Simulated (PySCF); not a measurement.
**Correlation energy of Nb⁺ (niobium, charge +1)**

[Kr] 4d3 5p1, one real determinant (an excited configuration). All numbers are calculated (PySCF 2.14, scalar relativity by spin-free X2C-1e, in x2c-TZVPPall with one added diffuse shell each of s, p, d, f type (9s7p7d3f1g, 95 functions)). Frozen: [Ar] 3d10; 12 electrons correlated.

```tsv
level	correlation energy (mhartree)
CCSD	-279.59
(T)	-7.23
CCSD(T)	-286.82
```

Diagnostics: T1 = 0.011, D1 = 0.0494, largest double amplitude 0.044.

The real determinant used has ⟨L²⟩ near 14 against 20 for a pure G term, so it mixes terms.

Cost of the coupled-cluster step: roughly 40 core-seconds, for 12 correlated electrons.

The reference is one real determinant that mixes LS terms of this configuration.

This basis was not built for core-valence correlation, so the inner-shell part is incomplete.
